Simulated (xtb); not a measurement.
CH₆FNO₂Si, SMILES CN[Si](O)(O)F. All values are semi-empirical tight-binding results from xtb (GFN2-xTB unless named), good for trends rather than for accurate numbers. Geometry: GFN2-xTB. The structure was generated by enumeration, and PubChem lists no compound with its InChIKey, so it may never have been made. Other conformers were not sampled.

Computed properties:
```yaml
orbital_gap: 7.54 eV
dipole_moment: 2.13 D
zero_point_energy: 52.5 kcal/mol
G − E(el) at 298.15 K (modified RRHO): 31.6 kcal/mol
static polarisability (D4 model): 69.4 bohr³
solvation energy, GFN2-xTB/ALPB(water): -10.1 kcal/mol
solvation energy, GFN2-xTB/ALPB(toluene): -4.2 kcal/mol
```
